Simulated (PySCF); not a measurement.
Isomers of C3H3F. Isolated molecules, 0 K electronic values unless said otherwise. Strings in code marks are SMILES.

Method: PBE-D3(BJ)/def2-TZVP run with PySCF 2.14.0. Delta-SCF ions had no search for a lower state. Excitations are Tamm–Dancoff values on a coarser integration grid. The basis has no diffuse functions, so Rydberg states are missing or too high.

```tsv
species	LUMO (eV)	S1 excitation (TDA) (eV)	HOMO–LUMO gap (eV)	vertical ionisation energy (Delta-SCF) (eV)	S1 oscillator strength
`C#CCF`	-1.16	5.84	5.76	10.46	0.000
`C=C=CF`	-1.79	4.61	4.46	9.76	0.001
`FC#CC`	0.31	6.86	6.62	10.02	0.014
`FC1=CC1`	-0.68	6.85	5.43	9.69	0.074
`C1C(C=1)F`	-1.52	5.61	5.41	10.73	0.002
```
